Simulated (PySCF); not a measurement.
```xyz
6
charge 0 multiplicity 1, angstrom
Ge   -0.0841    0.0000    0.0000
O    -1.7233    0.0000    0.0000
O     1.0242   -1.3618    0.0000
O     1.0242    1.3618    0.0000
H     0.5409   -2.2018    0.0000
H     0.5409    2.2018    0.0000
```

These are results of PySCF, B3LYP, basis Ge def2-SVP, O def2-SVP, H def2-SVP (no relativity, density fitting), not measurements.

This geometry of GeO(OH)₂ is a stationary point at this level.

(1) What is the point group?

(2) Is it a minimum?

(3) Which band is strongest in the infrared?

(4) Give the ideal-gas entropy at 298.15 K and 1 bar by parts.

Results:

(1) C2v.

(2) Yes: all harmonic wavenumbers are real.

(3) 421 cm⁻¹ (b1), 234 km/mol.

(4) translation 169.0, rotation 99.6, vibration 35.7, spin 0.0; total 304.2 J/(mol K).

This need not be the most stable arrangement of these atoms.
